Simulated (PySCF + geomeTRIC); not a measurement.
Level of theory: M06-2X/def2-TZVP (PySCF + geomeTRIC). fastk is a local helper that only speeds up exchange builds. No frequencies were computed at this level.

```python
import json, numpy as np
from pyscf import gto, dft
from fastk import lowrank_exchange
atoms = """
O     -1.827891    -0.442049    -0.100835
In     0.067578    -0.910694    -0.675040
O      1.279729     0.492975     0.139831
H     -1.746814     0.346776     0.436415
H      2.227396     0.512990     0.028389
"""
def scf(charge, spin, dm0=None):
    mol = gto.M(atom=atoms, basis='def2-tzvp', ecp={'In': 'def2-tzvp'}, charge=charge, spin=spin, verbose=3, max_memory=5040)
    mf = dft.KS(mol, xc='m062x').density_fit(auxbasis="def2-universal-jkfit")
    mf.grids.level = 4
    mf.conv_tol = 1e-8
    mf.max_cycle = 60
    mf.kernel(dm0)
    if not mf.converged:
        mf = mf.newton().run(mf.mo_coeff, mf.mo_occ).undo_soscf()
    return mf
mf = scf(0, 1)
lowrank_exchange(mf)  # same exchange matrices as the stock routine, built faster for response steps
mo, _, stable, _ = mf.stability(return_status=True)
if not stable:
    mf.kernel(mf.make_rdm1(mo, mf.mo_occ))
del mf.get_jk
from pyscf.geomopt.geometric_solver import kernel as optimize
path = []
done, mol = optimize(mf, maxsteps=80, assert_convergence=False, callback=lambda env: path.append((env["energy"], bool(env["g_scanner"].converged))))
res = dict(converged=bool(done and path[-1][1]), energy=path[-1][0], path=[e for e, c in path], xyz=mol.atom_coords(unit="Angstrom").tolist(), nao=mol.nao)
json.dump(res, open("result.json", "w"))
```

Output:

```
converged SCF energy = -341.73789391159  <S^2> = 0.75747904  2S+1 = 2.0074651
<class 'pyscf.df.df_jk.DFUKS'> wavefunction is stable in the internal stability analysis
Geometry optimization cycle 1
converged SCF energy = -341.737893911665  <S^2> = 0.7574786  2S+1 = 2.0074647
cycle 1: E = -341.737893912  dE = -341.738  norm(grad) = 0.0216086
Geometry optimization cycle 2
converged SCF energy = -341.738578829864  <S^2> = 0.75654261  2S+1 = 2.0065319
cycle 2: E = -341.73857883  dE = -0.000684918  norm(grad) = 0.0065209
Geometry optimization cycle 3
converged SCF energy = -341.738779572689  <S^2> = 0.75657504  2S+1 = 2.0065643
cycle 3: E = -341.738779573  dE = -0.000200743  norm(grad) = 0.00428275
Geometry optimization cycle 4
converged SCF energy = -341.738938281843  <S^2> = 0.75654946  2S+1 = 2.0065388
cycle 4: E = -341.738938282  dE = -0.000158709  norm(grad) = 0.00135968
Geometry optimization cycle 5
converged SCF energy = -341.738953192048  <S^2> = 0.75654984  2S+1 = 2.0065391
cycle 5: E = -341.738953192  dE = -1.49102e-05  norm(grad) = 0.00101487
Geometry optimization cycle 6
converged SCF energy = -341.738960179706  <S^2> = 0.75655678  2S+1 = 2.0065461
cycle 6: E = -341.73896018  dE = -6.98766e-06  norm(grad) = 0.000413399
Geometry optimization cycle 7
converged SCF energy = -341.738960576747  <S^2> = 0.75656007  2S+1 = 2.0065494
cycle 7: E = -341.738960577  dE = -3.97041e-07  norm(grad) = 7.94101e-05
<class 'geometric.internal.Distance'> : 4
<class 'geometric.internal.Angle'> : 3
<class 'geometric.internal.Dihedral'> : 2
<class 'geometric.internal.TranslationX'> : 1
<class 'geometric.internal.TranslationY'> : 1
<class 'geometric.internal.TranslationZ'> : 1
<class 'geometric.internal.RotationA'> : 1
<class 'geometric.internal.RotationB'> : 1
<class 'geometric.internal.RotationC'> : 1
Step    0 : Gradient = 9.664e-03/1.421e-02 (rms/max) Energy = -341.7378939117
Step    1 : Displace = 2.273e-02/3.081e-02 (rms/max) Trust = 1.000e-01 (=) Grad = 2.916e-03/4.412e-03 (rms/max) E (change) = -341.7385788299 (-6.849e-04) Quality = 0.993
Step    2 : Displace = 2.112e-02/3.615e-02 (rms/max) Trust = 1.414e-01 (+) Grad = 1.915e-03/2.526e-03 (rms/max) E (change) = -341.7387795727 (-2.007e-04) Quality = 1.576
Step    3 : Displace = 3.997e-02/6.365e-02 (rms/max) Trust = 2.000e-01 (+) Grad = 6.081e-04/9.104e-04 (rms/max) E (change) = -341.7389382818 (-1.587e-04) Quality = 1.139
Step    4 : Displace = 1.003e-02/1.368e-02 (rms/max) Trust = 2.828e-01 (+) Grad = 4.539e-04/6.977e-04 (rms/max) E (change) = -341.7389531920 (-1.491e-05) Quality = 1.499
Step    5 : Displace = 7.273e-03/8.339e-03 (rms/max) Trust = 3.000e-01 (+) Grad = 1.849e-04/2.811e-04 (rms/max) E (change) = -341.7389601797 (-6.988e-06) Quality = 1.229
Step    6 : Displace = 6.888e-04/1.001e-03 (rms/max) Trust = 3.000e-01 (=) Grad = 3.551e-05/5.556e-05 (rms/max) E (change) = -341.7389605767 (-3.970e-07) Quality = 1.133
Converged! =D
```

Cost: very roughly 6 core-minutes.
